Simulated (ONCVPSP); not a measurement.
# Before and after: ONCV potential for Ni

nickel, optimised norm-conserving Vanderbilt (ONCV), made with ONCVPSP 4.0.1 (PW91, scalar-relativistic). Core [Ne], reference 3s2 3p6 3d8 4s1 (charge +1). Waves: 3s+4s: rc 1.50 bohr, ncon 5, nbas 10, qcut 7.8 1/bohr, 2 projectors; 3p: rc 1.20 bohr, ncon 5, nbas 8, qcut 12.3 1/bohr, 2 projectors, debl 1.5 Ha; 3d: rc 1.65 bohr, ncon 4, nbas 9, qcut 10.1 1/bohr, 2 projectors, debl 3.6 Ha; f scattering state at 0.23 Ha: rc 1.40 bohr, ncon 4, nbas 9, qcut 7.8 1/bohr, 1 projector. Local part: polynomial inside 1.20 bohr (lpopt 5, dvloc0 4 Ha). Core correction: none.

In the p channel the program set the typed energies aside and used -2.961, 0.250 Ha.

Change: functional PBE. In the p channel the program set the typed energies aside and used -2.959, 0.250 Ha.

Cutoffs: the cutoffs (Ha) at which the residual kinetic energy of the hardest occupied pseudo-wave falls to 1 and 0.1 mHa per electron; they do not see the model core or the augmentation charge, which bear on the density cutoff. Errors are all-electron minus pseudo energies relative to the spin-unpolarised reference configuration.

Question: What does the change do?

Answer: The potential gets neither clearly harder nor softer (41 Ha and 48 Ha → 41 Ha and 48 Ha); of the 4 tests that both files solve, the error grows in 0 and shrinks in 1 by more than 15 % and 0.3 meV (median size 14.4 → 13.7 meV); neither file shows a bound ghost.

```tsv
quantity	base	changed
cutoff, loose	41 Ha	41 Ha
cutoff, tight	48 Ha	48 Ha
loose cutoff by channel	s 15 Ha, p 41 Ha, d 39 Ha	s 15 Ha, p 41 Ha, d 39 Ha
bound ghosts	none	none
GHOST(+) flags under 300 eV	none	none
error for 3s2 3p6 3d8 4s2, meV [ΔE -9.39 → -9.32 eV]	+3.3	+3.0
error for 3s2 3p6 3d8 4s0, meV [ΔE 17.41 → 17.35 eV]	+1.8	+0.7
error for 3s2 3p6 3d7 4s0, meV [ΔE 54.99 → 54.82 eV]	+72	+67
error for 3s2 3p6 3d9 4s1, meV [ΔE -11.01 → -10.92 eV]	+25	+24
s: phases at 1.52 bohr within 0.05 rad from the reference energy up to (Ha; the scan ends near 5)	to the end of the scan	to the end of the scan
p: phases at 1.22 bohr within 0.05 rad from the reference energy up to (Ha; the scan ends near 5)	to the end of the scan	to the end of the scan
d: phases at 1.68 bohr within 0.05 rad from the reference energy up to (Ha; the scan ends near 5)	to the end of the scan	to the end of the scan
f: phases at 1.42 bohr within 0.05 rad from the reference energy up to (Ha; the scan ends near 5)	to the end of the scan	to the end of the scan
```
